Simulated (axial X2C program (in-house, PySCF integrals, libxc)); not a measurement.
# Which molecule has these constants?

Computed with an axial X2C code built on PySCF integrals, spin-free (one-electron X2C) or two-component (2c: spin–orbit coupling with atomic mean-field Coulomb and Gaunt terms, which also bring small scalar terms), in Dyall basis sets with cores contracted in-house; open shells are unrestricted.

A two-component PBE0 calculation in a Dyall 3-zeta basis gave Re = 1.526 Å, ωe = 1140.7 cm⁻¹, De = 4.58 eV, Ω = 1/2.

Which molecule is it?
A. GeO⁺
B. SiO⁺
C. CO⁺
D. SnO⁺

B. The others have SnO⁺ 1.974 Å and 642.1 cm⁻¹ (Ω = 3/2); GeO⁺ 1.768 Å and 744.6 cm⁻¹ (Ω = 3/2); CO⁺ 1.106 Å and 2330.4 cm⁻¹ (Ω = 1/2).

Each entry is the lowest single determinant of a limited PBE0 search at one distance. De goes to single-determinant-based atoms at the same level (for ions the charge split of lowest energy) and is withheld (n/a) where an atom does not fit its ground term or J level. Main or longest-lived isotopes. One determinant is a doubtful description, or other states lie close, for SnO⁺, GeO⁺; these need not be ground states, and all values refer to the states named. Some light 2c atoms are not at their ground J level, so De misses part of their lowering (0.04 eV or less). The functionals have no current term, which raises determinants with orbital currents.
